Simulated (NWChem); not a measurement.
The numbers come from NWChem runs, not from measurements. System: C₃H₅NOSi, charge 0, spin multiplicity 1, at a geometry optimised with PBE0/def2-SVP. The structure started from a generated list of species. Level: MP2/def2-SVP, 10 core orbitals frozen.

Job file:

```
start mol
memory heap 200 mb stack 800 mb global 1000 mb
geometry units angstroms nocenter noautoz
  N     -2.298094    -2.309052     0.000000
  C     -1.729372    -1.299859     0.000000
  C     -0.981971    -0.060092     0.000000
  Si     0.898698    -0.321062     0.000000
  C      1.625348     1.470690     0.000000
  O      0.884064     2.423006     0.000000
  H     -1.245201     0.545206     0.882908
  H     -1.245201     0.545206    -0.882908
  H      1.349463    -1.053493    -1.219080
  H      1.349463    -1.053493     1.219080
  H      2.739821     1.626326     0.000000
  symmetry group Cs
end
basis spherical
  * library def2-svp
end
scf
  rhf
  nopen 0
  maxiter 100
  thresh 1e-7
  semidirect memsize 60000000 filesize 0
end
mp2
  freeze core 10
end
task mp2 energy
```

Output (cleaned and shortened):

```
             Northwest Computational Chemistry Package (NWChem) 7.3.0
             --------------------------------------------------------

                                NWChem Input Module
                                -------------------

 Scaling coordinates for geometry "geometry" by  1.889725989
 (inverse scale =  0.529177249)

 Turning off AUTOSYM since
 SYMMETRY directive was detected!

                             Geometry "geometry" -> ""
                             -------------------------

 Output coordinates in angstroms (scale by  1.889725989 to convert to a.u.)

  No.       Tag          Charge          X              Y              Z
 ---- ---------------- ---------- -------------- -------------- --------------
    1 N                    7.0000    -2.29809400    -2.30905200     0.00000000
    2 C                    6.0000    -1.72937200    -1.29985900     0.00000000
    3 C                    6.0000    -0.98197100    -0.06009200     0.00000000
    4 Si                  14.0000     0.89869800    -0.32106200     0.00000000
    5 C                    6.0000     1.62534800     1.47069000     0.00000000
    6 O                    8.0000     0.88406400     2.42300600     0.00000000
    7 H                    1.0000    -1.24520100     0.54520600     0.88290800
    8 H                    1.0000    -1.24520100     0.54520600    -0.88290800
    9 H                    1.0000     1.34946300    -1.05349300    -1.21908000
   10 H                    1.0000     1.34946300    -1.05349300     1.21908000
   11 H                    1.0000     2.73982100     1.62632600     0.00000000

 Effective nuclear repulsion energy (a.u.)     247.0651459902

            Nuclear Dipole moment (a.u.)
            ----------------------------
        X                 Y               Z
 ---------------- ---------------- ----------------
     0.0000018897     0.0000037795     0.0000000000

      Symmetry information
      --------------------

 Group name             Cs
 Group number              2
 Group order               2
 No. of unique centers     9

      Symmetry unique atoms
[...]
     1   1 0 0      1.378078      0.000000      0.000002
     1   0 1 0      0.554419      0.000000      0.000004
     1   0 0 1      0.000000      0.000000      0.000000

     2   2 0 0    -33.775685      0.000000    386.955864
     2   1 1 0     -6.517392      0.000000    280.974514
     2   1 0 1     -0.000000      0.000000      0.000000
     2   0 2 0    -45.059584      0.000000    408.276267
     2   0 1 1      0.000000      0.000000      0.000000
     2   0 0 2    -31.260787      0.000000     16.181796

                   NWChem MP2 Semi-direct Energy/Gradient Module
                   ---------------------------------------------

  Basis functions       =    113
  Molecular orbitals    =    113
  Frozen core           =     10
  Frozen virtuals       =      0
  Active alpha occupied =     16
  Active beta occupied  =     16
  Active alpha virtual  =     87
  Active beta virtual   =     87
  Use MO symmetry       = T
  Use skeleton AO sym   = T

  AO/Fock/Back tols     =   1.0D-09  1.0D-09  1.0D-09

 GA uses MA = F    GA memory limited = T

 Available:
  local mem=  1.15D+08
 global mem=  1.31D+08
 local disk=  0.00D+00
  mp2_memr nvloc                    87
  nvloc new                    87
   1 passes of  16:        3145728                      61544                  28096876.
   1 passes of  16: M    114683628           G      131046462           F     111537900.

 Semi-direct pass number   1 of   1  for RHF alpha+beta  at        5.8s
  vrange nnbf                  5932
  mp2_eaftype                   107  avail_ma_in_mb                   999
 EAF : mp2_eaftype filesize         107   14048438.
  mp2_eaf for mointskh                    107
Node 0 wrote     66.1 Mb in      0.0 s     Agg I/O rate:  1568.8 Mb/s
 Done moints_semi at       13.7s
  mp2_eaftype                   107  avail_ma_in_mb                   892
 EAF : mp2_eaftype filesize         107   14048438.
  mp2_eaf for kh                   107
 Done maket at       14.4s
 Done multipass loop at       14.4s

          -------------------------------------------
          SCF energy                -534.450900534079
          Correlation energy          -0.820344861298
          Singlet pairs               -0.515715175578
          Triplet pairs               -0.304629685720
          Total MP2 energy          -535.271245395377
          -------------------------------------------

          ---------------------------------------------------
                    Spin Component Scaled (SCS) MP2
          Same spin pairs                     -0.203086457147
          Same spin scaling factor             0.333333333333
          Opposite spin pairs                 -0.617258404151
          Opposite spin scaling fact.          1.200000000000
          SCS-MP2 correlation energy          -0.808405570697
          Total SCS-MP2 energy              -535.259306104776
          ---------------------------------------------------

 -----------------------
 Performance information
 -----------------------

 Timer overhead =  2.35D-07 seconds/call

               Nr. of calls         CPU time (s)                 Wall time (s)                GFlops
             ---------------    -------------------     ------------------------------   -------------------
Name         Min   Avg   Max    Min     Avg     Max     Min     Avg     Max   Mx/calls   Min     Max     Sum
mp2: moin     1     1     1    7.9     7.9     7.9      7.9     7.9     7.9     7.9      0.0     0.0     0.0
mp2: make     1     1     1   0.71    0.71    0.71     0.71    0.71    0.71    0.71      0.0     0.0     0.0
mp2: tota     1     1     1    8.7     8.7     8.7      8.7     8.7     8.7     8.7      0.0     0.0     0.0

 The average no. of pstat calls per process was 3.00D+00
 with a timing overhead of 7.06D-07s

 Task  times  cpu:       14.4s     wall:       14.4s

 Total times  cpu:       14.4s     wall:       14.4s
```
